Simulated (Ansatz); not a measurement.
Consider the hydrogenolysis of the Se–B bond: `B[Se][SiH2][SiH3]` + H₂ → `[SiH3][SiH2][SeH]` + BH₃.

Gas-phase electronic energies from Ansatz, PBE0-D4/def2-TZVP geometries. CCSD(T)/CBS is the MP2 limit (def2-TZVPP, def2-QZVPP) plus CCSD(T) − MP2 in def2-TZVPP, frozen cores. This one scheme is used for every species. DFT in def2-TZVPP. B3LYP here is the variant with VWN-RPA as its local correlation; programs differ in this. HSE06 is defined as in plane-wave codes. For Se outer-core shells are correlated without core-valence functions, which leaves a few kJ/mol of doubt a bond. Scalar relativity is left out up to krypton. Each species was taken in one conformer, which may not be the lowest.

```
             level  ΔE (eV)
          B3LYP-D4     0.77
        r2SCAN0-D4     0.81
            r2SCAN     0.84
             HSE06     0.78
           LC-ωPBE     0.69
CCSD(T)/def2-TZVPP     0.78
     HF/def2-QZVPP     0.38
    CCSD/CBS(def2)     0.73
```

Task: What does CCSD(T)/CBS give? (Estimate.)

Result: Computed: +0.81 eV. The listed levels differ from it by -0.04, 0.00, 0.03, -0.03, -0.12, -0.03, -0.43, -0.08 eV.

Largest T1 diagnostic among the species: 0.014.

Leaving LDA and LC-ωPBE aside and taking each functional with its dispersion term where it has one, the values, not all of them listed here, spread over 0.25 eV, from BHLYP-D4 to revPBE-D4. LDA lies +0.11 eV from PBE without D4. At CCSD(T), def2-SVP lies −0.06 eV from the extrapolated value and def2-TZVPP −0.03 eV.
